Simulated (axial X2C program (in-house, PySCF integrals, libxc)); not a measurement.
**LiSb⁻: cheaper levels and CCSD(T), 2c**

All values were computed with an axial X2C code built on PySCF integrals. Two-component (2c) means X2C with spin–orbit coupling and atomic mean-field two-electron Coulomb and Gaunt terms. Basis: Sb dyall-acv3z [12s13p9d5f1g], Li dyall-av3z [9s9p3d] (cores contracted in-house); Gaussian nuclei, density fitting, unrestricted open shells. Masses: Sb 120.904 u, Li 7.016 u.

State: Ω = 3/2 (⟨Sz⟩ = 0.42, ⟨Lz⟩ = 1.08 at HF); fragments Sb- + Li.

```tsv
level	Re (Å)	ωe (cm⁻¹)	De (eV)
PBE0	2.559	375.3	1.39
HF	2.800	264.9	n/a
CCSD	2.650	330.5	1.17
TPSSh	2.567	374.9	1.50
```

Correlated methods: 7 electrons correlated (number of frozen shells: Sb 4 s, 3 p, 2 d; Li 1 s), 281 virtual spin orbitals or spinors in MP2, 90 natural virtuals in coupled cluster.

CCSD(T), same Hamiltonian and basis:

Re = 2.634 Å, ωe = 341.4 cm⁻¹, De = 1.22 eV; T1 = 0.111 (Lee–Taylor normalisation).

Give the differences from CCSD(T) in the columns below.



| level | ΔRe (Å) | Δωe (cm⁻¹) | ΔDe (eV) |
| --- | --- | --- | --- |
| PBE0 | -0.075 | 34 | 0.17 |
| HF | 0.166 | -76 | n/a |
| CCSD | 0.016 | -11 | -0.05 |
| TPSSh | -0.067 | 34 | 0.28 |

One determinant describes the state; a PBE0 search over occupations chose it and may have missed a lower one. De is counted from the lowest determinant-based energies of the atoms at the same level, without counterpoise correction. De is not given where an atomic determinant may have missed its ground term or J level, or where the truncated virtual space spoils (T). Density functionals use the spin component along the axis (collinear). Coupled cluster ran in a truncated set of natural virtual spinors; the MP2 energy of the rest was added. (T) has no such correction and the atoms are truncated less, which lowers De at CCSD(T) by a hundredth of an eV or more. PBE0 can misorder states that lie within some tenths of an eV, so this need not be the ground state of the molecule. The nearest other 2c determinant of the search, Ω = 1/2, lies 0.15 eV up at the distance of the search. Without a current term, density functionals place determinants with orbital angular momentum somewhat too high. The highest occupied level of some functionals is positive through self-interaction error; at Hartree–Fock it is bound. The determinant is spin-polarised beyond a pure state at some levels (its spin-free form has ⟨S²⟩ too high), which makes Re and μ there less reliable. The T1 diagnostic is large, a sign of multireference character. With the outer-core shells frozen, correlated bond lengths of heavy atoms tend to come out a few hundredths of an ångström too long.
